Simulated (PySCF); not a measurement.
Lowest triplet excitation (TDA) (eV) of eight silicon and germanium compounds: TDA-PBE beside TDA-M06-2X, computed with PySCF for isolated molecules in the bases named; differences from unrounded values. The eight are the first of their class met in an unordered collection, after screening for sound electronic states; none was chosen by its value. Each molecule has one DFT geometry for both levels.

```tsv
molecule	basis	TDA-M06-2X	TDA-PBE	difference
C3H7NSi, SMILES CC1=NC[SiH2]1	def2-SVPD	3.52	3.37	-0.15
GeHFBr2, SMILES [F][GeH]([Br])[Br]	def2-SVPD	5.60	4.49	-1.11
C2H5ClOSi2, SMILES O[Si@@H]1[SiH2]C=C1Cl	def2-SVPD	4.27	3.90	-0.38
CH₁₁N₃Si₂, SMILES N[Si@H]([SiH](N)N)C	def2-SVPD	5.37	4.53	-0.84
methyl(silyloxy)silane (CH8OSi2), SMILES C[SiH2]O[SiH3]	def2-SVPD	7.13	6.07	-1.07
CH5BrOSi, SMILES CO[SiH2]Br	def2-SVPD	6.76	6.03	-0.73
CH₇FOSi₂, SMILES O[SiH2][SiH2]CF	def2-SVPD	5.81	5.08	-0.74
CH₁₃NSi₄, SMILES [SiH2](CN[SiH3])[SiH2][SiH3]	def2-SVPD	5.19	4.16	-1.03
```

TDA-PBE lies below TDA-M06-2X in 8 and above it in 0 of the eight; the mean signed difference is -0.76 and the largest -1.11 eV.
